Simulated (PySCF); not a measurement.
## Dipole response of Al²⁺ (aluminium, charge +2)

[Ne] 3s1, 2S determinant. Computed with PySCF 2.14 in aug-cc-pCVQZ-DK (10s9p7d5f3g, 134 functions), with the spin-free X2C one-electron Hamiltonian (Gaussian nucleus). Coupled (time-dependent) response in atomic units; α is the mean over directions.

```
method  mean α (bohr³)  C₆ (like pair)  S(−4)
  MN15           16.14           45.49  319.8
```

S(−4) is the Cauchy moment in α(ω) = α(0) + S(−4) ω² + …

α(iu) at MN15:

| u (hartree) | α(iu) (bohr³) |
| --- | --- |
| 0 | 16.14 |
| 0.0500 | 15.38 |
| 0.100 | 13.48 |
| 0.200 | 9.088 |
| 0.300 | 5.970 |
| 0.500 | 2.980 |
| 0.750 | 1.628 |
| 1.00 | 1.072 |
| 1.50 | 0.6266 |
| 2.00 | 0.4461 |
| 3.00 | 0.2858 |
| 5.00 | 0.1594 |

A single London oscillator, α(iu) = α/(1 + u²/ω²), gives C₆ = (3/4) ω α². Matching the computed C₆ needs ω = 4 × 45.49 / (3 × 16.14²) = 0.233 hartree.

For an ion, C₆ is the dispersion term alone; charge-induced terms of lower order in 1/R come first.
